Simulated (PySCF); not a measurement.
This singlet lies 0.28 eV above the relaxed triplet at the level B3LYP-D3(BJ)/def2-TZVP // PBE-D3(BJ)/def2-SVP (PySCF); other levels give the other order.

Cartesian coordinates (Å):
```xyz
24

Ni    -0.1178    -0.0001    -0.0325
O     -3.0629     1.8185    -1.6888
H     -3.8748     1.5264    -2.1537
H     -3.1162     2.7968    -1.7089
N      3.0774    -1.7586     1.7836
H      2.9711    -1.9800     2.7877
H      3.9816    -1.2599     1.7415
H      3.2675    -2.6782     1.3520
N     -0.5810     0.3898    -1.8762
H     -1.4545     0.9635    -1.9784
H     -0.7489    -0.4747    -2.4212
H      0.1505     0.9029    -2.3960
N      1.7079    -0.3775    -0.5565
H      2.2320    -0.8730     0.2102
H      2.2483     0.4812    -0.7621
H      1.7964    -0.9732    -1.3968
N     -1.9422     0.3646     0.5176
H     -2.4887    -0.5067     0.6392
H     -2.4820     0.9443    -0.1718
H     -2.0186     0.8633     1.4198
N      0.3674    -0.4034     1.7980
H      1.2994    -0.8944     1.8541
H     -0.3074    -1.0108     2.2925
H      0.4592     0.4474     2.3805
```
Charge +2, spin multiplicity 1.

Give the HOMO–LUMO gap, HOMO and total energy at the level TPSSh-D3(BJ)/def2-TZVP // PBE-D3(BJ)/def2-SVP (PySCF).


```json
{
  "HOMO–LUMO gap": "3.55 eV",
  "HOMO": "-13.81 eV",
  "total_energy": "-1867.3570 Ha"
}
```
